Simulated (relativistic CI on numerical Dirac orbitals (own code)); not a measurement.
Calculated at this level of theory: Dirac-Coulomb-Breit CI, separate exchange-only KLI orbitals for each configuration, QED by a radiative potential, unscaled Slater integrals (own radial code, finite nucleus).

The strongest absorption lines from the ground level of an ion, among the configurations computed and to levels below about 16500 eV (vacuum wavelength in nm, gf): 0.08075 (0.45), 0.08957 (0.29), 0.09105 (0.69), 0.09113 (1.2), 0.09117 (2), 0.09403 (0.62), 0.10703 (2.2), 0.46741 (0.64).

(1) Which ion is it?
A. Tl LXXIII
B. Tl LXXV
C. Tm LXIII
D. Fr LXXXI

Results:

(1) B. Tl LXXV has 7 electrons and the ground level 2s2 2p3 2P°_3/2; the strongest line goes to 2s2 2p2 3d 2D_5/2. The pattern of lines fixes the number of electrons, and along that sequence the line energies rise steadily with the charge (about as its square where n changes within one kind of shell, about linearly where n is kept but much faster in heavy ions where fine structure, which grows about as Z⁴, sets the gap, and irregularly where shells cross), which fixes Z. Configurations outside the model, such as inner-shell arrays, can give stronger lines. At this charge energies of transitions that change n are usually good to better than 1 %, and those within a shell (Δn = 0) to a few per cent.

LS names give the leading component of a level, which can be under half, so a name can repeat, a term be missing and a line seem to break the LS rules.
